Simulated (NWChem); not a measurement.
Atomisation of C₂HCl₂

```xyz
5

Cl    -1.8347     0.1430     0.0000
C     -0.4132     1.0161     0.0000
C      0.8903     0.7580     0.0000
Cl     1.5698    -0.8611     0.0000
H      1.6404     1.5634     0.0000
```
Charge 0, spin multiplicity 2.

Everything below was run with NWChem. All single points use one geometry, from UPBE/def2-SVP, a minimum by its harmonic frequencies.

Basis set: def2-TZVP. The atomisation energy is electronic alone: no zero-point, thermal, spin-orbit or counterpoise terms. No value is extrapolated to the basis-set limit. Free atoms are single determinants with multiplicities Cl 2, C 3, H 2. Correlated methods freeze the same cores in atoms and molecule, 12 orbitals in all.

| method | atomisation energy (kcal/mol) | relative cost | remark |
|---|---|---|---|
| BP86 | 426.5 | 1 | - |
| PBE | 431.4 | under 3 | - |
| B3LYP | 400.2 | under 3 | - |
| M06-2X | 406.9 | under 3 | - |
| PBE0 | 415.1 | under 3 | - |
| HF | 275.2 | 3 | spin-contaminated |
| MP2 | 395.6 | 6 | spin-contaminated |
| LC-wPBE (omega 0.3 per bohr) | 415.6 | 40 | - |

The values span 156.1 kcal/mol, from HF (lowest) to PBE (highest). Relative cost: rough, from shared machines, SCF included, BP86 = 1. Costs are the molecule's.

B3LYP has NWChem's definition, with VWN1-RPA local correlation. GW and range-separated runs recompute their integrals, the others keep them in memory, which bears on the times. The structure started from a generated list of species. The unpaired electrons of the parent sit in orbitals of symmetry a' (Cs labels of the run); other states weren't searched. The stability of the SCF solutions was not checked. Open-shell Hartree-Fock references start from PBE0 orbitals; any time given for them includes that run.
